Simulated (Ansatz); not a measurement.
Ansatz (a quantum-chemistry and plane-wave program) job for thiophene (C₄H₄S), SMILES c1ccsc1, PBE0-D3(BJ)/def2-SVP. 

Ansatz 0.2 input:
```yaml
crystal:
  periodic: [false, false, false]
  atoms:
    - {symbol: C, position_ang: [0.00000000, 0.70723942, 1.26560186]}
    - {symbol: C, position_ang: [0.00000000, -0.70723944, 1.26560184]}
    - {symbol: C, position_ang: [0.00000000, -1.22576527, 0.01262364]}
    - {symbol: S, position_ang: [0.00000000, 0.00000001, -1.19296068]}
    - {symbol: C, position_ang: [-0.00000000, 1.22576527, 0.01262366]}
    - {symbol: H, position_ang: [-0.00000000, 1.30501085, 2.15940055]}
    - {symbol: H, position_ang: [-0.00000000, -1.30501088, 2.15940052]}
    - {symbol: H, position_ang: [-0.00000001, -2.25524641, -0.28506816]}
    - {symbol: H, position_ang: [-0.00000000, 2.25524642, -0.28506813]}
basis:
  gaussian:
    orbitals: def2-SVP
hamiltonian:
  xc: pbe0
  dispersion: d3bj
relax: {f_tol: 0.002, max_steps: 200}
```

It prints:

```
Functional definition: PBE0
integrals: 0.05 GiB planned
1061 factors; integrals over basis functions are off by at most 4.8e-4 eV
mean field: 0.35 GiB planned
mean field evaluation 1: about -15024.0891 eV, gradient 5.7e1 eV
mean field evaluation 2: about -15012.8201 eV, gradient 8.6e1 eV
mean field evaluation 4: about -15032.6472 eV, gradient 7.6e0 eV
mean field evaluation 8: about -15032.8325 eV, gradient 6.8e-2 eV
mean field evaluation 16: about -15032.8325 eV, gradient 9.2e-6 eV
mean field -15032.83250894 eV, -552.4464050838 hartree, gradient 4.9e-6 eV, S^2 0.000000; 0 other end points of the search recorded, 0 dependent functions left out
the calculation of the forces begins
reference -15032.83253104 eV, -552.4464058960 hartree; 22, 22 occupied and 72, 72 virtual orbitals, 1061 factors
relax step   1: F+E_penalty+E_count = -15033.03359225 eV  Δ(F+E_penalty+E_count) = +0.000e0 eV  max|allowed force component| = 6.715e-1 eV/Å  Δτ_max = 0.0000 Å  (29 SCF iters, accepted)
these checks for a lower state are left out or cut short: starts, cluster_reference, orbital_swaps, neighbouring_geometries, increment
integrals: 0.05 GiB planned
1061 factors; integrals over basis functions are off by at most 4.9e-4 eV
mean field: 0.35 GiB planned
mean field -15032.86692205 eV, -552.4476697423 hartree, gradient 8.8e-6 eV, S^2 0.000000; 0 other end points of the search recorded, 0 dependent functions left out
the calculation of the forces begins
reference -15032.86694433 eV, -552.4476705608 hartree; 22, 22 occupied and 72, 72 virtual orbitals, 1061 factors
relax step   2: F+E_penalty+E_count = -15033.06777334 eV  Δ(F+E_penalty+E_count) = -3.418e-2 eV  max|allowed force component| = 2.206e-1 eV/Å  Δτ_max = 0.0242 Å  (33 SCF iters, accepted)
these checks for a lower state are left out or cut short: starts, cluster_reference, orbital_swaps, neighbouring_geometries, increment
integrals: 0.05 GiB planned
1061 factors; integrals over basis functions are off by at most 5.0e-4 eV
mean field: 0.35 GiB planned
mean field evaluation 32: about -15032.8693 eV, gradient 1.2e-5 eV
mean field -15032.86929314 eV, -552.4477568781 hartree, gradient 1.2e-5 eV, S^2 0.000000; 0 other end points of the search recorded, 0 dependent functions left out
the calculation of the forces begins
reference -15032.86931546 eV, -552.4477576984 hartree; 22, 22 occupied and 72, 72 virtual orbitals, 1061 factors
relax step   3: F+E_penalty+E_count = -15033.07010178 eV  Δ(F+E_penalty+E_count) = -2.328e-3 eV  max|allowed force component| = 6.036e-2 eV/Å  Δτ_max = 0.0060 Å  (28 SCF iters, accepted)
these checks for a lower state are left out or cut short: starts, cluster_reference, orbital_swaps, neighbouring_geometries, increment
integrals: 0.05 GiB planned
1061 factors; integrals over basis functions are off by at most 5.0e-4 eV
mean field: 0.35 GiB planned
mean field -15032.86941154 eV, -552.4477612293 hartree, gradient 8.1e-5 eV, S^2 0.000000; 0 other end points of the search recorded, 0 dependent functions left out
the calculation of the forces begins
reference -15032.86943386 eV, -552.4477620496 hartree; 22, 22 occupied and 72, 72 virtual orbitals, 1061 factors
relax step   4: F+E_penalty+E_count = -15033.07021471 eV  Δ(F+E_penalty+E_count) = -1.129e-4 eV  max|allowed force component| = 2.850e-2 eV/Å  Δτ_max = 0.0012 Å  (22 SCF iters, accepted)
these checks for a lower state are left out or cut short: starts, cluster_reference, orbital_swaps, neighbouring_geometries, increment
integrals: 0.05 GiB planned
1061 factors; integrals over basis functions are off by at most 5.0e-4 eV
mean field: 0.35 GiB planned
mean field -15032.86945807 eV, -552.4477629391 hartree, gradient 8.3e-5 eV, S^2 0.000000; 0 other end points of the search recorded, 0 dependent functions left out
the calculation of the forces begins
reference -15032.86948039 eV, -552.4477637593 hartree; 22, 22 occupied and 72, 72 virtual orbitals, 1061 factors
relax step   5: F+E_penalty+E_count = -15033.07026284 eV  Δ(F+E_penalty+E_count) = -4.813e-5 eV  max|allowed force component| = 1.897e-3 eV/Å  Δτ_max = 0.0014 Å  (22 SCF iters, accepted)
integrals: 0.05 GiB planned
1061 factors; integrals over basis functions are off by at most 5.0e-4 eV
mean field: 0.35 GiB planned
mean field -15032.86945807 eV, -552.4477629391 hartree, gradient 8.3e-5 eV, S^2 0.000000; 1 other end points of the search recorded, 0 dependent functions left out
the calculation of the forces begins
reference -15032.86948039 eV, -552.4477637593 hartree; 22, 22 occupied and 72, 72 virtual orbitals, 1061 factors
Total energy: -15033.07028516 eV, -552.4551431987 hartree
Atom 0 at    -0.000000     0.712085     1.269649 Å, force    -0.000000     0.000402    -0.000758 eV/Å
Atom 1 at    -0.000000    -0.712085     1.269649 Å, force     0.000000    -0.000402    -0.000758 eV/Å
Atom 2 at    -0.000000    -1.234897     0.002962 Å, force     0.000000    -0.001897     0.001512 eV/Å
Atom 3 at    -0.000000     0.000000    -1.189648 Å, force    -0.000000     0.000000    -0.000891 eV/Å
Atom 4 at    -0.000000     1.234897     0.002962 Å, force     0.000000     0.001897     0.001512 eV/Å
Atom 5 at     0.000000     1.325596     2.171687 Å, force    -0.000000    -0.000142    -0.001489 eV/Å
Atom 6 at    -0.000000    -1.325596     2.171687 Å, force    -0.000000     0.000142    -0.001489 eV/Å
Atom 7 at    -0.000000    -2.283032    -0.293397 Å, force    -0.000000     0.000960     0.001181 eV/Å
Atom 8 at     0.000000     2.283032    -0.293397 Å, force    -0.000000    -0.000960     0.001181 eV/Å
Dipole moment:     0.000000     0.000000     0.095878 e Å
```

Self-consistency was reached.
